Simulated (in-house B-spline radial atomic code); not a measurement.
Results of a calculation; reference values are marked as such.
## P in an electron gas of r_s = 2.07: phase shifts, screening, friction and resistivity

A nucleus sits in a uniform electron gas with a rigid positive background. The Kohn-Sham equations are solved self-consistently in the spin-unpolarised LDA (PW92), non-relativistic, on B-splines with outgoing waves at the boundary and partial waves to l = 8. The model has no lattice, no bands and no magnetic solution. Atomic units; δ_l are the phase shifts at the Fermi level, counted so that each bound state adds π, and good to about 0.0005.

The density parameter is r_s = 2.07 bohr, near that of the valence electrons of Al (3 per atom, density 2.7 g/cm³, mass 26.98 u, which gives r_s = 2.07).

```tsv
l	δ_l (rad)
0	7.2531
1	4.6416
2	0.4018
3	0.0420
4	0.0072
5	0.0016
6	0.0004
7	0.0002
8	0.0002
```

Bound levels below the band bottom (hartree): s -75.47, s -5.793, p -4.036, s -0.138.

Check the Friedel sum rule, and say where the screening charge sits.

k_F = (9π/4)^(1/3)/r_s = 0.92713. The rule is Z = (2/π) Σ (2l + 1) δ_l. The terms are s 4.617, p 8.865, d 1.279, f 0.187 and 0.060 beyond, in all 15.008 against Z = 15. Bound states hold 6 s, 6 p, 0 d electrons, so the scattering states carry 3.01 in all; where a term is smaller than its bound count, the bound level has drawn weight out of the band.

Find the transport cross section and the electronic stopping of a 2 keV P ion (mass 30.97 u).

σ_tr = (4π/k_F²) Σ (l + 1) sin²(δ_l − δ_(l+1)). The terms for l = 0 to 3 are 0.2556, 1.5856, 0.3719, 0.0048, all together 2.2181, so σ_tr = 14.619 × 2.2181 = 32.428 bohr². With n = 3/(4π r_s³) = 0.02692, the friction coefficient is Q = n k_F σ_tr = 0.8092. For v well below v_F = 0.927, dE/dx = Q v; with 24801 eV per u at v = 1, v = √(2000/(24801 × 30.97)) = 0.0510, so dE/dx = 0.04129 hartree/bohr = 21.2 eV/nm. The largest term couples the p and d waves.

What residual resistivity would 1 atomic per cent of such centres give in Al?

Δρ = k_F n_i σ_tr/n in atomic units of 21.74 μΩ·cm. With one host atom per 3 electrons, n_i/n = 0.01/3, so Δρ = 0.9271 × 0.00333 × 32.428 × 21.74 = 2.18 μΩ·cm. This is an atom added to the gas, as on an interstitial site.

On a substitutional site the background of one host ion, a sphere holding 3 charges, is taken out. The phase shifts for l = 0 to 4 become 6.9892, 4.0880, -0.0142, -0.0327, -0.0086. What follows?

The Friedel sum is now 12.00, for Z − 3 = 12. The sum in σ_tr is 1.4036, so σ_tr = 20.52 bohr² and Δρ = 1.38 μΩ·cm per atomic per cent, 0.63 times the value above. A real host ion scatters too, so this model doesn't give zero even for the host's own atom.
